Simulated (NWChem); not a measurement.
Species: AlN₂H₄Cl; SMILES [NH2][Al]([NH2])[Cl]

```xyz
8

Al     0.0000     0.0000    -0.4233
Cl     0.0000     0.0000     1.6859
N      0.0000    -1.5559    -1.2548
H      0.0000    -2.4494    -0.7772
H      0.0000    -1.6964    -2.2579
N      0.0000     1.5559    -1.2548
H      0.0000     1.6964    -2.2579
H      0.0000     2.4494    -0.7772
```
Atoms are numbered in this order, from 1.

All runs use the structure optimised with PBE0/def2-SVP.

Question: Give the principal values of the shielding tensors (ppm) of Al1, Cl2, N3 from Hartree-Fock/6-31G* (spherical d), GIAO (NWChem), with their diamagnetic and paramagnetic parts as GIAO splits them.

Answer: 
| atom | σ11 | σ22 | σ33 | isotropic | diamagnetic | paramagnetic |
|---|---|---|---|---|---|---|
| Al1 | 460.4 | 497.2 | 550.9 | 502.8 | 796.5 | -293.7 |
| Cl2 | 1051.3 | 1058.4 | 1124.2 | 1078.0 | 1149.0 | -71.1 |
| N3 | 243.4 | 260.7 | 280.1 | 261.4 | 321.0 | -59.6 |
